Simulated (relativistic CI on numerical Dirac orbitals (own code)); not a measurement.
**Inner-shell lines of Br XX**

Computed by Dirac-Coulomb-Breit CI, KLI orbitals optimised for each configuration, a model potential for QED, valence Slater integrals scaled by 0.85 (own radial code, finite nucleus).

CI space (outside the closed core 1s2 2s2): 2p6 3s2 3p4, 2p5 3s2 3p4 3d, 2p5 3s2 3p4 4s, 2p5 3s2 3p4 4d, 2p5 3s 3p5 3d, 2p5 3s 3p5 4d, 2p5 3s 3p5 4s. Levels of other configurations are missing.

The table holds the strongest lines. The upper levels have an inner-shell vacancy. Auger decay, open to those above the ionisation limit, is not computed, and radiative decays to configurations outside the model are missing too. Absolute energies can be off by a few tenths of a per cent, so close lines can change order. LS names give the leading component, which can be well under half, for lower levels too. Brackets number the levels in order of energy.

```
 E (eV)                       Upper                 Lower   A (s⁻¹)  gA (s⁻¹)
1595.99   2p5 3s2 3p4 3d 3P°_2 [50]  2p6 3s2 3p4 3P_2 [1]  1.10e+13  5.50e+13
1597.57   2p5 3s2 3p4 3d 1F°_3 [82]  2p6 3s2 3p4 1D_2 [4]  1.64e+13  1.15e+14
1598.22   2p5 3s2 3p4 3d 3D°_3 [56]  2p6 3s2 3p4 3P_2 [1]  1.06e+13  7.43e+13
1599.28  2p5 3s2 3p4 3d 1P°_1 [101]  2p6 3s2 3p4 1S_0 [5]  2.89e+13  8.68e+13
1599.43   2p5 3s2 3p4 3d 3D°_2 [79]  2p6 3s2 3p4 3P_1 [3]  2.99e+13  1.50e+14
1600.47   2p5 3s2 3p4 3d 3P°_1 [81]  2p6 3s2 3p4 3P_1 [3]  2.05e+13  6.15e+13
1601.39   2p5 3s2 3p4 3d 1F°_3 [88]  2p6 3s2 3p4 1D_2 [4]  2.83e+13  1.98e+14
1601.94   2p5 3s2 3p4 3d 1D°_2 [90]  2p6 3s2 3p4 1D_2 [4]  1.84e+13  9.18e+13
1602.53   2p5 3s2 3p4 3d 3F°_3 [66]  2p6 3s2 3p4 3P_2 [1]  1.43e+13  9.99e+13
1603.90   2p5 3s2 3p4 3d 3P°_2 [70]  2p6 3s2 3p4 3P_2 [1]  1.48e+13  7.42e+13
1604.99   2p5 3s2 3p4 3d 3D°_1 [83]  2p6 3s2 3p4 3P_0 [2]  1.95e+13  5.86e+13
1605.64   2p5 3s2 3p4 3d 1D°_2 [95]  2p6 3s2 3p4 1D_2 [4]  1.61e+13  8.04e+13
1606.35   2p5 3s2 3p4 3d 3G°_3 [76]  2p6 3s2 3p4 3P_2 [1]  1.25e+13  8.74e+13
1609.27   2p5 3s2 3p4 3d 3P°_1 [99]  2p6 3s2 3p4 1D_2 [4]  2.17e+13  6.50e+13
1621.27   2p5 3s2 3p4 3d 3P°_1 [98]  2p6 3s2 3p4 3P_2 [1]  2.07e+13  6.22e+13
1637.04  2p5 3s2 3p4 3d 3P°_2 [116]  2p6 3s2 3p4 3P_2 [1]  1.41e+13  7.07e+13
1641.36  2p5 3s2 3p4 3d 3F°_2 [143]  2p6 3s2 3p4 3P_1 [3]  1.64e+13  8.18e+13
1642.23  2p5 3s2 3p4 3d 3P°_1 [145]  2p6 3s2 3p4 3P_1 [3]  1.82e+13  5.45e+13
1642.74  2p5 3s2 3p4 3d 3D°_3 [128]  2p6 3s2 3p4 3P_2 [1]  1.12e+13  7.84e+13
1643.44  2p5 3s2 3p4 3d 3D°_1 [141]  2p6 3s2 3p4 3P_0 [2]  3.54e+13  1.06e+14
1644.15  2p5 3s2 3p4 3d 1F°_3 [160]  2p6 3s2 3p4 1D_2 [4]  4.45e+13  3.11e+14
1644.81  2p5 3s2 3p4 3d 3D°_3 [133]  2p6 3s2 3p4 3P_2 [1]  8.45e+12  5.91e+13
1645.27  2p5 3s2 3p4 3d 3S°_1 [135]  2p6 3s2 3p4 3P_2 [1]  2.68e+13  8.05e+13
1645.43  2p5 3s2 3p4 3d 3F°_2 [164]  2p6 3s2 3p4 1D_2 [4]  2.61e+13  1.31e+14
1645.79  2p5 3s2 3p4 3d 3D°_1 [203]  2p6 3s2 3p4 1S_0 [5]  2.30e+13  6.91e+13
1647.68  2p5 3s2 3p4 3d 3F°_3 [140]  2p6 3s2 3p4 3P_2 [1]  2.06e+13  1.44e+14
1655.22  2p5 3s2 3p4 3d 3P°_1 [193]  2p6 3s2 3p4 1D_2 [4]  2.37e+13  7.12e+13
1656.06  2p5 3s2 3p4 3d 3P°_2 [197]  2p6 3s2 3p4 1D_2 [4]  1.33e+13  6.67e+13
1945.45  2p5 3s2 3p4 4d 3D°_3 [353]  2p6 3s2 3p4 3P_2 [1]  1.33e+13  9.32e+13
1946.17  2p5 3s2 3p4 4d 3P°_2 [354]  2p6 3s2 3p4 3P_2 [1]  1.72e+13  8.60e+13
1946.85  2p5 3s2 3p4 4d 3P°_1 [355]  2p6 3s2 3p4 3P_2 [1]  2.03e+13  6.08e+13
1952.33  2p5 3s2 3p4 4d 1P°_1 [453]  2p6 3s2 3p4 1S_0 [5]  2.20e+13  6.61e+13
1952.68  2p5 3s2 3p4 4d 1D°_2 [434]  2p6 3s2 3p4 1D_2 [4]  1.06e+13  5.30e+13
1952.88  2p5 3s2 3p4 4d 1F°_3 [435]  2p6 3s2 3p4 1D_2 [4]  1.15e+13  8.03e+13
1998.23  2p5 3s2 3p4 4d 1F°_3 [476]  2p6 3s2 3p4 3P_2 [1]  8.00e+12  5.60e+13
```
